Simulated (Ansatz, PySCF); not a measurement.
C₄H₁₀N, SMILES [CH2]CNCC, multiplicity 2. Atoms are numbered in the order given.

```xyz
15

C     -2.1675     0.3870     0.4156
C     -1.2971    -0.7236    -0.0742
N      0.0040    -0.3287    -0.6011
C      0.9741     0.1068     0.3904
C      2.2946     0.4874    -0.2673
H     -1.7309     1.2918     0.8476
H     -3.2532     0.2678     0.4691
H     -1.8376    -1.2965    -0.8516
H     -1.1111    -1.4628     0.7355
H     -0.1213     0.3982    -1.3063
H      1.1374    -0.7321     1.0910
H      0.6207     0.9568     1.0178
H      3.0477     0.7669     0.4857
H      2.1658     1.3497    -0.9438
H      2.6835    -0.3522    -0.8637
```
Charge 0, spin multiplicity 2.

Geometry: B3LYP-D3(BJ)/def2-SVP. The isomer is the one that the SMILES or the coordinates give; other isomers of the formula were not compared. The values are those of a single conformer.

Two levels are set side by side: PBE-D3(BJ)/def2-SVP (Ansatz, a quantum-chemistry and plane-wave program) and B3LYP-D3(BJ)/def2-SVP (Ansatz). Each level has its own optimised geometry; the coordinates shown are those of the second. Frequencies come from the Hessian of PySCF at each geometry. Differences are taken from unrounded values.

```
quantity                            B3LYP-D3(BJ)
----------------------------------  ------------
mean bond length (Å)                       1.206
bond C1–C2 (Å)                             1.494
bond C2–N3 (Å)                             1.458
bond N3–C4 (Å)                             1.454
bond C4–C5 (Å)                             1.523
bond C1–H6 (Å)                             1.094
bond C1–H7 (Å)                             1.094
bond C2–H8 (Å)                             1.107
bond C2–H9 (Å)                             1.112
bond N3–H10 (Å)                            1.021
bond C4–H11 (Å)                            1.105
bond C4–H12 (Å)                            1.114
bond C5–H13 (Å)                            1.101
bond C5–H14 (Å)                            1.104
bond C5–H15 (Å)                            1.101
highest harmonic wavenumber (cm⁻¹)          3502
mean harmonic wavenumber (cm⁻¹)             1503
zero-point energy (kcal/mol)               83.80
```

What does PBE-D3(BJ) give, and how far is it from B3LYP-D3(BJ)? (Estimate from the structure and the level; the computed values follow.)


| quantity | PBE-D3(BJ) | PBE-D3(BJ) minus B3LYP-D3(BJ) |
|---|---|---|
| mean bond length (Å) | 1.212 | 0.006 |
| bond C1–C2 (Å) | 1.492 | -0.002 |
| bond C2–N3 (Å) | 1.467 | 0.009 |
| bond N3–C4 (Å) | 1.457 | 0.003 |
| bond C4–C5 (Å) | 1.525 | 0.002 |
| bond C1–H6 (Å) | 1.102 | 0.008 |
| bond C1–H7 (Å) | 1.101 | 0.007 |
| bond C2–H8 (Å) | 1.114 | 0.007 |
| bond C2–H9 (Å) | 1.120 | 0.008 |
| bond N3–H10 (Å) | 1.029 | 0.009 |
| bond C4–H11 (Å) | 1.114 | 0.008 |
| bond C4–H12 (Å) | 1.123 | 0.009 |
| bond C5–H13 (Å) | 1.108 | 0.007 |
| bond C5–H14 (Å) | 1.111 | 0.007 |
| bond C5–H15 (Å) | 1.108 | 0.007 |
| highest harmonic wavenumber (cm⁻¹) | 3410 | -92 |
| mean harmonic wavenumber (cm⁻¹) | 1464 | -39 |
| zero-point energy (kcal/mol) | 81.65 | -2.15 |

Exact exchange shortens and stiffens bonds; PBE has none. Differences between two approximate levels are no errors against the true value.
